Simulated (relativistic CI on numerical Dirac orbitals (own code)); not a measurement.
Fe5+: calculation against measurement

Calculated at this level of theory: Dirac-Coulomb-Breit CI, separate exchange-only KLI orbitals for each configuration, model QED (radiative potential, 1s self-energy scaled to tabulated hydrogen-like ionisation energies), valence Slater integrals scaled by 0.85, P86 correlation energy added to each configuration (own radial code, finite nucleus).

Configuration list (outside the closed core [Ne]): 3s²3p⁶3d³, 3s²3p⁶3d²4s, 3s²3p⁵3d⁴, 3s²3p⁶3d²4p, 3s²3p⁶3d²4d, 3s3p⁶3d⁴, 3s²3p⁶3d²5s, 3s²3p⁶3d²4f, 3s²3p⁶3d²5p, 3s²3p⁶3d²5d, 3s²3p⁶3d²6s, 3s²3p⁶3d²5f, 3s²3p⁶3d²6p, 3s²3p⁶3d²5g, 3s²3p⁶3d4s4p, 3s²3p⁶3d²6d, 3s²3p⁵3d³4s, 3s²3p⁵3d³4p, 3s²3p⁶3d4p4d, 3s²3p⁶3d4s², 3s²3p⁶4s²4p, 3s²3p⁶4s²4d, 3s²3p⁶4s²5s, 3p⁶3d⁵, 3p⁵3d⁶, 3s²3p⁶3d4p², 3s²3p⁶4s4p², 3s²3p⁶4p³, 3s²3p⁶4p²4d, 3s²3p⁶4p²5s, 3s²3p⁶3d4s4d, 3s²3p⁶4s4p4d, 3s²3p⁶4s4d², 3s²3p⁶4s4d5s. Double excitations out of closed p, d and f shells are left out; levels of such configurations are missing from the list, as are those of other unlisted configurations, and high levels can miss mixing partners. These lack a partner that the ground configuration has and come out too high: 3s²3p⁵3d³4s, 3s²3p⁵3d³4p.

| Configuration | Term (tabulated) | J | Measured (cm⁻¹) | Computed | Error | Purity (%) |
| --- | --- | --- | --- | --- | --- | --- |
| 3s²3p⁶3d³ | 4F | 3/2 | 0.0 | 0 | 0 | 100 |
| 3s²3p⁶3d³ | 4F | 5/2 | 511.3 | 491 | -20 | 100 |
| 3s²3p⁶3d³ | 4F | 7/2 | 1188.3 | 1140 | -48 | 100 |
| 3s²3p⁶3d³ | 4F | 9/2 | 2000.6 | 1921 | -80 | 100 |
| 3s²3p⁶3d³ | 4P | 1/2 | 18738.3 | 18302 | -436 | 99 |
| 3s²3p⁶3d³ | 4P | 3/2 | 18942.0 | 18504 | -438 | 97 |
| 3s²3p⁶3d³ | 4P | 5/2 | 19610.8 | 19141 | -470 | 99 |
| 3s²3p⁶3d³ | 2G | 7/2 | 20616.4 | 19770 | -847 | 100 |
| 3s²3p⁶3d³ | 2G | 9/2 | 21315.0 | 20433 | -882 | 97 |
| 3s²3p⁶3d³ | 2P | 3/2 | 26214.9 | 25876 | -339 | 56 |
| 3s²3p⁶3d³ | 2P | 1/2 | 26495.5 | 26182 | -314 | 99 |
| 3s²3p⁶3d³ | 2D2 | 5/2 | 28484.3 | 28008 | -476 | 99 |
| 3s²3p⁶3d³ | 2D2 | 3/2 | 28627.9 | 28202 | -426 | 58 |
| 3s²3p⁶3d³ | 2H | 9/2 | 28724.3 | 27132 | -1593 | 98 |
| 3s²3p⁶3d³ | 2H | 11/2 | 29202.9 | 27582 | -1621 | 100 |
| 3s²3p⁶3d³ | 2F | 7/2 | 46217.3 | 44518 | -1699 | 100 |
| 3s²3p⁶3d³ | 2F | 5/2 | 46603.7 | 44896 | -1707 | 100 |
| 3s²3p⁶3d³ | 2D1 | 5/2 | 71707.6 | 69668 | -2040 | 99 |
| 3s²3p⁶3d³ | 2D1 | 3/2 | 72048.9 | 69990 | -2059 | 100 |
| 3s²3p⁶3d²4s | 4F | 3/2 | 261841.4 | 264979 | 3138 | 99 |
| 3s²3p⁶3d²4s | 4F | 5/2 | 262368.4 | 265492 | 3123 | 99 |
| 3s²3p⁶3d²4s | 4F | 7/2 | 263135.9 | 266238 | 3102 | 99 |
| 3s²3p⁶3d²4s | 4F | 9/2 | 264118.3 | 267196 | 3078 | 99 |
| 3s²3p⁶3d²4s | 2F | 5/2 | 269140.2 | 272031 | 2891 | 98 |
| 3s²3p⁶3d²4s | 2F | 7/2 | 270672.6 | 273519 | 2846 | 99 |
| 3s²3p⁶3d²4s | 2D | 5/2 | 280901.5 | 284627 | 3726 | 74 |
| 3s²3p⁶3d²4s | 2D | 3/2 | 281217.8 | 284913 | 3695 | 84 |
| 3s²3p⁶3d²4s | 4P | 1/2 | 281477.0 | 285429 | 3952 | 99 |
| 3s²3p⁶3d²4s | 4P | 3/2 | 282035.0 | 285910 | 3875 | 85 |
| 3s²3p⁶3d²4s | 4P | 5/2 | 282951.9 | 286774 | 3822 | 74 |
| 3s²3p⁶3d²4s | 2P | 1/2 | 287919.2 | 291844 | 3924 | 99 |
| 3s²3p⁶3d²4s | 2P | 3/2 | 288638.3 | 292537 | 3899 | 98 |
| 3s²3p⁶3d²4s | 2G | 9/2 | 292313.0 | 294199 | 1886 | 99 |
| 3s²3p⁶3d²4s | 2G | 7/2 | 292330.1 | 294212 | 1882 | 99 |
| 3s²3p⁶3d²4p | 4F° | 3/2 | 339539.8 | 343983 | 4444 | 92 |
| 3s²3p⁶3d²4p | 2D° | 5/2 | 345907.1 | 350453 | 4546 | 80 |
| 3s²3p⁶3d²4p | 2G° | 7/2 | 348962.1 | 353423 | 4461 | 98 |
| 3s²3p⁶3d²4p | 2G° | 9/2 | 350017.8 | 354451 | 4433 | 98 |
| 3s²3p⁶3d²4p | 2S° | 1/2 | 351805.8 | 357653 | 5847 | 97 |
| 3s²3p⁶3d²4p | 4S° | 3/2 | 355657.1 | 360781 | 5124 | 82 |
| 3s²3p⁶3d²4p | 2P° | 3/2 | 357755.2 | 362558 | 4803 | 75 |
| 3s²3p⁶3d²4p | 2P° | 1/2 | 359099.3 | 363849 | 4749 | 95 |
| 3s²3p⁶3d²4p | 4D° | 1/2 | 359395.9 | 364749 | 5354 | 97 |
| 3s²3p⁶3d²4p | 4D° | 3/2 | 359781.3 | 365225 | 5443 | 93 |
| 3s²3p⁶3d²4p | 2F° | 7/2 | 359884.0 | 364891 | 5007 | 88 |
| 3s²3p⁶3d²4p | 4D° | 5/2 | 360707.1 | 366110 | 5402 | 86 |
| 3s²3p⁶3d²4p | 2D° | 3/2 | 361858.2 | 366970 | 5112 | 87 |
| 3s²3p⁶3d²4p | 4D° | 7/2 | 362270.0 | 367606 | 5336 | 88 |
| 3s²3p⁶3d²4p | 2D° | 5/2 | 362602.9 | 367763 | 5160 | 81 |

Measured levels from Corliss and Sugar, J. Phys. Chem. Ref. Data 11, 135 (1982); pairs were made by configuration, J and term (by order where the table uses no LS term), so strongly mixed levels may be paired wrongly. Some J values or terms of the table were assigned by a fit.

Mean error by configuration (cm⁻¹): 3s²3p⁶3d³ -861; 3s²3p⁶3d²4s 3256; 3s²3p⁶3d²4p 5015. Over the excited levels the mean absolute error is 2907 cm⁻¹ (48 of the 48 excited levels that our extract of the source holds in range could be paired), and the median relative error of those above 1,000 cm⁻¹ is 1.4 %.
